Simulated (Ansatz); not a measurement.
Species: GeH$_{2}$, net charge 0, singlet state. 
Structure (B3LYP-D3(BJ)/def2-TZVP (Ansatz, a first-principles code) minimum search):
```
Ge
H 1 1.5993
H 1 1.5993 2 90.65
```

Basis-set convergence of Hartree-Fock and CCSD(T) correlation energies (hartree) with Ansatz. Valence correlation only, unless marked. No spin-orbit coupling. The frozen core is the preceding noble-gas configuration, with the filled d and f shells of earlier blocks. Non-relativistic.

The Hartree-Fock reference is unstable (checked in the largest basis), which strains HF and MP2. 

```
basis    functions        E(HF)  E(corr, CCSD(T))  rough core time
-------  ---------  -----------  ----------------  ---------------
cc-pVDZ         37  -2076.44354          -0.11215       under 20 s
cc-pVTZ         71  -2076.51565          -0.13180       under 20 s
cc-pVQZ        128  -2076.51896          -0.13719       under 20 s
cc-pV5Z        214  -2076.51944          -0.13892             40 s
```

Extrapolating the two largest sets (X = 4 and 5) as X^-3: E(corr) = (125·(-0.13892) - 64·(-0.13719))/61 = -0.1407 Eh, an estimate of the basis-set limit. The largest set recovers 98.7 % of it, the smallest 79.7 %.
